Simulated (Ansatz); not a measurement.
A CCSD(T) single point on CH$_{5}$FO$_{3}$Si (`O[SiH2]OC(O)F`).

```yaml
crystal:
  periodic: [false, false, false]
  atoms:
    - {symbol: O, position_ang: [-2.095210, 0.585649, 0.070038]}
    - {symbol: Si, position_ang: [-0.707429, 0.854989, 0.891310]}
    - {symbol: O, position_ang: [0.398470, -0.367708, 0.671193]}
    - {symbol: C, position_ang: [0.687313, -0.945785, -0.531578]}
    - {symbol: O, position_ang: [1.958060, -1.403182, -0.576183]}
    - {symbol: F, position_ang: [0.489430, 0.019898, -1.525781]}
    - {symbol: H, position_ang: [-2.090092, 0.772544, -0.870456]}
    - {symbol: H, position_ang: [-1.024536, 0.807422, 2.329645]}
    - {symbol: H, position_ang: [-0.091461, 2.140872, 0.488575]}
    - {symbol: H, position_ang: [0.014258, -1.770501, -0.777079]}
    - {symbol: H, position_ang: [2.526598, -0.751098, -0.149083]}
basis:
  gaussian: {orbitals: def2-TZVPP}
correlation: {method: ccsd_t}
```

```sh
$ ansatz run in.yaml --threads 4 --pin off --events-out ev --progress --plain --max-ram 10444MiB
```

Log, shortened:

```
Functional definition: HF
1653 factors; integrals over basis functions are off by at most 1.2e-3 eV
mean field evaluation 1: about -17790.9831 eV, gradient 5.6e1 eV
mean field evaluation 2: about -17791.3297 eV, gradient 5.6e1 eV
mean field evaluation 4: about -17796.8423 eV, gradient 3.9e0 eV
mean field evaluation 8: about -17796.9111 eV, gradient 3.4e-1 eV
mean field -17796.91148245 eV, -654.0244338002 hartree, gradient 2.5e-6 eV, S^2 0.000000; 0 other end points of the search recorded, 0 dependent functions left out
10 core orbitals not correlated: weight in the atoms' cores, before any rotation towards them, 1.000 or more for the frozen orbitals, at most 0.000 for the correlated occupied ones
reference -17796.91148245 eV, -654.0244338002 hartree; 19, 19 occupied and 238, 238 virtual orbitals, 1653 factors
second order -33.91636025 eV of doubles, -0.00000000 eV of singles
cycle   1  -33.68816259 eV  change    2.3e-1 eV  update   1.2e-1
cycle   2  -34.43727853 eV  change   -7.5e-1 eV  update   3.3e-2
cycle   3  -34.60215421 eV  change   -1.6e-1 eV  update   1.6e-2
cycle   4  -34.57902936 eV  change    2.3e-2 eV  update   3.3e-3
cycle   5  -34.57779342 eV  change    1.2e-3 eV  update   1.6e-3
cycle   6  -34.57910974 eV  change   -1.3e-3 eV  update   4.6e-4
cycle   7  -34.57883070 eV  change    2.8e-4 eV  update   1.7e-4
cycle   8  -34.57871694 eV  change    1.1e-4 eV  update   4.7e-5
cycle   9  -34.57872807 eV  change   -1.1e-5 eV  update   1.7e-5
perturbative correction -1.20604105 eV, -0.0443211911 hartree
Total energy: -17832.69625157 eV, -655.3394998097 hartree
```

Hardware: 4 threads of an Arm Neoverse V1 on a shared host. Wall time 5.9 min, peak host memory 7.3 GiB.

The correlation energy is -35.785 eV, 3.4 % of it from (T); the T1 diagnostic reads 0.0120.
